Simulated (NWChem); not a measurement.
Species: LiOH; SMILES [Li][OH]

All runs: NWChem. Pople sets run with spherical d functions. STO-3G and 3-21G are far too small for this property and stand as cheap habits. Coordinates come from a PBE0/def2-SVP optimisation. Vertical excitations in the gas phase; the lowest state need not have the same character in each row.

```csv
level,basis functions,"lowest excitation, singlet (eV)",oscillator strength of that lowest state,orbital gap (eV)
"PBE/3-21G, TDA",20,2.69,0.048,2.78
"PBE/6-31G*, TDA",30,2.97,0.035,3.05
"PBE/6-31+G*, TDA",38,3.28,0.026,3.32
"PBE/def2-SVP, TDA",28,2.93,0.029,3.00
"PBE/def2-SVPD, TDA",43,3.52,0.026,3.56
"PBE/def2-TZVP, TDA",51,3.27,0.030,3.32
"PBE/aug-cc-pVDZ, TDA",55,3.45,0.029,3.47
"PBE/def2-TZVPD, TDA",66,3.44,0.026,3.48
```
